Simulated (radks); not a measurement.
The numbers below are computed, except where a source is named.
All-electron atom: Sb+ in [Kr] 4d9 5s1 5p4 (not the ground configuration). Level of theory: scalar-relativistic Kohn-Sham, r2SCAN, spin-polarised, spherical densities, finite nucleus; open shells are filled with parallel spins first (spin-orbit coupling, left out, can overturn this in heavy ions); meta-GGA in the generalised Kohn-Sham scheme; Fermi nuclear charge, rms radius 4.6802 fm (a radial shooting solver on a logarithmic mesh with Libxc functionals).

Unscreened Slater integrals over Kohn-Sham orbitals (hartree). They are taken over the spin-up orbitals.

\begin{tabular}{lr}
integral & value \\ \hline
F0(5p,5p) & 0.36910 \\
F2(5p,5p) & 0.19963 \\
F0(5p,5s) & 0.39753 \\
G1(5p,5s) & 0.26401 \\
F0(5p,4d) & 0.46149 \\
F2(5p,4d) & 0.12767 \\
G1(5p,4d) & 0.041825 \\
G3(5p,4d) & 0.038008 \\
F0(5p,4p) & 0.46951 \\
F2(5p,4p) & 0.10692 \\
G0(5p,4p) & 0.020547 \\
G2(5p,4p) & 0.026350 \\
F0(5s,5s) & 0.43613 \\
F0(5s,4d) & 0.53294 \\
G2(5s,4d) & 0.068474 \\
F0(5s,4p) & 0.54482 \\
G1(5s,4p) & 0.036912 \\
F0(4d,4d) & 0.90013 \\
F2(4d,4d) & 0.45498 \\
F4(4d,4d) & 0.30116 \\
F0(4d,4p) & 0.97142 \\
F2(4d,4p) & 0.49242 \\
G1(4d,4p) & 0.62572 \\
G3(4d,4p) & 0.38699 \\
F0(4p,4p) & 1.0623 \\
F2(4p,4p) & 0.55912 \\
\end{tabular}

Derived for the open shells (J is the average intra-shell exchange parameter used in DFT+U). 4d: Racah B = F2/49 - 5 F4/441 = 0.005871 hartree, C = 35 F4/441 = 0.02390 hartree, C/B = 4.07, F4/F2 = 0.662, J = (F2 + F4)/14 = 0.05401 hartree. 5p: J = F2/5 = 0.03993 hartree.
